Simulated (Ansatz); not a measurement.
Reaction (redistribution): `[F][Sn][Cl]` + `[NH2][Cd][O][SiH3]` → `[NH2][Sn][F]` + `[SiH3][O][Cd][Cl]`

Calculated with Ansatz (gas phase, PBE0-D4/def2-TZVP geometries, no zero-point term in ΔE). CBS: MP2 limit from def2 TZ/QZ plus the TZ coupled-cluster correction, frozen cores. DFT in def2-TZVPP. def2 core potentials past Kr. For Cd, Sn outer-core shells are correlated without core-valence functions, which leaves a few kJ/mol of doubt a bond. One conformer a species, not always the lowest.

```csv
level,ΔE (kJ/mol)
revPBE,-22.6
BHLYP,-41.6
```

Problem. What does CCSD(T)/CBS give? (Estimate.)

Solution. Ansatz gave: -37.5 kJ/mol. The listed levels differ from it by 14.9, -4.1 kJ/mol.

Largest T1 diagnostic among the species: 0.017.

Leaving LDA and LC-ωPBE aside and taking each functional with its dispersion term where it has one, the values, not all of them listed here, spread over 18.8 kJ/mol, from BHLYP-D4 to BLYP-D4. From BLYP to BHLYP (50 % exact exchange), in def2-TZVPP and without D4, ΔE moves by −19.4 kJ/mol.
